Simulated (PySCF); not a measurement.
**Curvature of the energy in the electron number along group 13, charge +2**

Calculated with PySCF 2.14, in def2-TZVPPD, non-relativistic, def2-TZVPPD with the def2 core potential (28 electrons), ECP, def2-TZVPPD with the def2 core potential (60 electrons), ECP: one orbital is emptied in steps, and each cell gives the departure of E from the straight line at half an electron, in eV (from a cubic fit). The exact functional gives zero.

```tsv
species	orbital	LDA	PBE	r2SCAN	PBE0	BHandHLYP	LC-wPBE	UHF
Al²⁺	3s alpha	-1.00	-1.07	-0.82	-0.79	-0.59	-0.12	0.00
Ga²⁺	4s alpha	-1.18	-1.21	-1.01	-0.88	-0.63	-0.16	0.02
In²⁺	5s alpha	-1.10	-1.11	-0.97	-0.81	-0.57	-0.12	0.03
Tl²⁺	6s alpha	-1.15	-1.15	-1.03	-0.83	-0.56	-0.14	0.06
```

Problem. How does the mean departure depend on the functional?

Solution. LDA -1.11 eV; PBE -1.13 eV; r2SCAN -0.96 eV; PBE0 -0.83 eV; BHandHLYP -0.59 eV; LC-wPBE -0.13 eV; UHF 0.03 eV. Semilocal functionals are convex (delocalisation error), Hartree-Fock is concave or straight, and exact exchange removes curvature roughly in proportion to its share, so among the functionals the range-separated hybrids usually come closest to zero.

No spin-orbit coupling is included.
